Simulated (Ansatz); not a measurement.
ClH₃O₄W (`[O]=[W]([OH])([OH])([OH])[Cl]`), relaxed with RKS PBE-D4/def2-SVP in Ansatz 0.2.0 from a rough embedded geometry. The force threshold is 0.03 eV/Å; the program also tests the step.

Total charge 0; spin multiplicity 1. W: def2 effective core potential.

Start:

```xyz
9

O    -0.431   -0.746   -1.582
W     0.222    0.049    0.458
O    -0.589   -1.840    0.155
O     2.176   -0.054   -0.545
O    -1.241    1.141   -0.443
Cl   -0.959    1.519    2.686
H    -0.674   -2.731    0.681
H     2.912    0.652   -0.434
H    -1.415    2.010   -0.976
```

(1) How much energy does the relaxation release, and in how many steps? (An estimate is asked.)

(2) Which bonds change most? (An estimate is asked.)

(3) Give the relaxed structure. (An estimate is asked.)

Answers

(1) Ansatz gave: 1050.16 kJ/mol, in 16 steps.

(2) Ansatz gave: O1–W2 from 2.285 to 1.726 Å; W2–Cl6 from 2.918 to 2.435 Å; W2–O4 from 2.199 to 1.896 Å; W2–O3 from 2.079 to 1.905 Å.

(3) Computed: 
```xyz
9

O     0.134   -0.363   -1.779
W     0.000   -0.037   -0.089
O    -0.597   -1.811    0.267
O     1.824    0.418    0.160
O    -1.242    1.385   -0.285
Cl   -0.272    0.254    2.313
H    -0.768   -1.920    1.228
H     2.410    0.422   -0.623
H    -1.489    1.652   -1.192
```
